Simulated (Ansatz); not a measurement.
Ansatz results at the PBE0-D4/def2-TZVP geometry: HOMO energy (ωB97M-V/def2-TZVPP) -10.86 eV; LUMO energy (PBE0/def2-TZVPP) -1.06 eV; HOMO energy (PBE/def2-TZVPP) -7.52 eV.

Each molecule was computed in one conformer, which needn't be the lowest.

Which molecule gave them?
A. `O[SiH2][SiH](Cl)Cl`
B. `F[SiH2]O[SiH](F)F`
C. `O[SiH](O)[NH][GeH3]`
D. `F[Si](F)(Cl)[SiH](Cl)Cl`

D. The others give `F[SiH2]O[SiH](F)F`: -11.90, 0.34, -8.13; `O[SiH2][SiH](Cl)Cl`: -10.03, -0.99, -6.75; `O[SiH](O)[NH][GeH3]`: -9.87, 0.46, -6.15.
